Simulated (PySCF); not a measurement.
Species: C₃H₁₀Si₃.
SMILES with atom numbers: `[CH3:1][C:2]#[C:3][SiH:4]([SiH3:5])[SiH3:6]` (hydrogens: H7, H8, H9 on C1; H10 on Si4; H11, H12, H13 on Si5; H14, H15, H16 on Si6)

Cartesian coordinates in Å at the PBE0-D3(BJ)/def2-SVP level; atoms count from 1:
```xyz
16
C3H10Si3 angstrom
C      3.4210   -0.6563    0.3481
C      2.0149   -0.5488    0.0089
C      0.8330   -0.4614   -0.2807
Si    -0.9430   -0.2760   -0.6662
Si    -2.2048   -0.9708    1.1862
Si    -1.3760    1.9816   -1.1345
H      3.8974    0.3363    0.3756
H      3.9591   -1.2688   -0.3916
H      3.5550   -1.1238    1.3361
H     -1.2998   -1.1123   -1.8560
H     -1.8612   -0.1241    2.3700
H     -1.9274   -2.4022    1.5169
H     -3.6648   -0.8160    0.8953
H     -2.8294    2.1744   -1.4357
H     -0.5739    2.4476   -2.3070
H     -1.0207    2.8117    0.0576
```

The calculation used core-valence-separated Tamm–Dancoff BHandHLYP/aug-pcX-1 (pcseg-1 on H, def2-SVPD on Si) in PySCF, non-relativistic, gas phase, PBE0-D3(BJ)/def2-SVP geometry.

Computed carbon K-edge spectrum, Gaussian lines of 0.6 eV full width, highest printed point 100; it ends one width below the last computed root. No empirical shift is added; at this level the pattern usually sits a few eV under experiment.

```tsv
photon energy (eV)	absorption
282.3	1
282.4	2
282.5	5
282.6	11
282.7	22
282.8	38
282.9	57
283.0	76
283.1	92
283.2	100
283.3	99
283.4	90
283.5	73
283.6	53
283.7	34
283.8	19
283.9	9
284.0	4
284.1	1
284.2	0
284.3	0
284.4	0
284.5	0
284.6	0
284.7	0
284.8	1
284.9	2
285.0	3
285.1	4
285.2	5
285.3	6
285.4	6
285.5	6
285.6	7
285.7	8
285.8	10
285.9	13
286.0	17
286.1	21
286.2	25
286.3	26
286.4	25
286.5	22
286.6	18
```

Problem. Where are the maxima, and which lines make them up?

Solution. 2 maxima:
- 283.2 eV: C2 (alkyne carbon), 283.35 eV, f = 0.057, 1s→π*, 30 % of the height at the exact maximum; C2 (alkyne carbon), 283.42 eV, f = 0.056, 26 % of the height at the exact maximum; C3 (alkyne carbon), 283.08 eV, f = 0.049, 23 % of the height at the exact maximum; C3 (alkyne carbon), 283.05 eV, f = 0.048, 1s→π*, 21 % of the height at the exact maximum
- 286.3 eV: C1 (propargylic carbon), 286.29 eV, f = 0.025, sum of 2, 56 % of the height at the exact maximum; C3 (alkyne carbon), 286.40 eV, f = 0.009, 18 % of the height at the exact maximum

Further lines of some strength in the range: C3, 285.29 eV, f = 0.008; C3, 285.80 eV, f = 0.007; C3, 286.17 eV, f = 0.006.

Roots within 0.03 eV on the same or equivalent atoms count as one line; shares under 12 % aren't listed.

Vibrational structure and lifetime widths aren't in the curve. The ionisation threshold wasn't computed; near and above it a finite basis only mimics Rydberg series and continuum.
